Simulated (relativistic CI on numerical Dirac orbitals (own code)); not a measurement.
Cubic crystal-field splitting of Ce³⁺ by operator equivalents

Problem. Ce³⁺ (4f) sits in a cubic field with the Wybourne parameters B⁴₀ = 1010 and B⁶₀ = 410 cm⁻¹. Find the levels of its ground J multiplet, neglecting the mixing with the other J.

Working.
1. One f electron has the ground level ²F5/2 with g_J = 6/7 and the Stevens factor β = 2/315. Rank 6 cannot act within J = 5/2.
2. Stevens form: B₄ = β B⁴₀/8 = 0.8016 cm⁻¹, in H = B₄(O₄⁰ + 5O₄⁴).
3. The eigenvalues of O₄⁰ + 5O₄⁴ for J = 5/2 are −240 (Γ7 doublet) and +120 (Γ8 quartet): E(Γ7) = -192.4, E(Γ8) = 96.2 cm⁻¹.
4. Order and energies above the lowest: Γ7 0.0, Γ8 288.6 cm⁻¹. A Γ7 ground doublet has the isotropic |g| = 1.429.

Check. Diagonalising spin-orbit coupling (free-ion gap 2139 cm⁻¹, from a Dirac-Coulomb-Breit calculation) and field together in all 14 states gives Γ7 0.0, Γ8 259.8 cm⁻¹, with |g| = 1.455. The other multiplet starts at 2155 cm⁻¹; the differences from the hand values come from J mixing and grow with the ratio of the field to that gap.
